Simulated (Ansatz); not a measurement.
CCl3 (SMILES Cl[C](Cl)Cl), doublet, at a GFN2-xTB geometry; MP2/6-311G** (Ansatz, a program for electronic structure).

Input for Ansatz:
Ansatz 0.2 input:
```yaml
crystal:
  periodic: [false, false, false]
  atoms:
    - {symbol: Cl, position_ang: [-1.09131768, -1.27170277, 0.02712071]}
    - {symbol: C, position_ang: [0.00539435, 0.01040993, 0.30391846]}
    - {symbol: Cl, position_ang: [1.64601907, -0.31080857, -0.05437815]}
    - {symbol: Cl, position_ang: [-0.55660528, 1.57883724, -0.08000789]}
basis:
  gaussian:
    orbitals: 6-311G__.json
magnetization: {spin_polarized: true, initial_magnetization: 1}
correlation: {method: mp2}
```
The basis file holds 6-311G** in the JSON format of the Basis Set Exchange.

It wrote (shortened):

```
Functional definition: HF
781 factors; integrals over basis functions are off by at most 9.3e-4 eV
mean field evaluation 1: about -38537.8592 eV, gradient 1.8e1 eV
mean field evaluation 2: about -38537.8735 eV, gradient 1.8e1 eV
mean field evaluation 4: about -38540.1164 eV, gradient 2.9e0 eV
mean field evaluation 8: about -38540.3292 eV, gradient 1.1e-1 eV
mean field -38540.33041079 eV, -1416.3310190221 hartree, gradient 2.5e-6 eV, S^2 0.765350; 0 other end points of the search recorded, 0 dependent functions left out
16 core orbitals not correlated
reference -38540.33041079 eV, -1416.3310190221 hartree; 13, 12 occupied and 70, 71 virtual orbitals, 781 factors
second order -14.58459490 eV of doubles, -0.00000000 eV of singles
Total energy: -38554.91500568 eV, -1416.8669929989 hartree
```
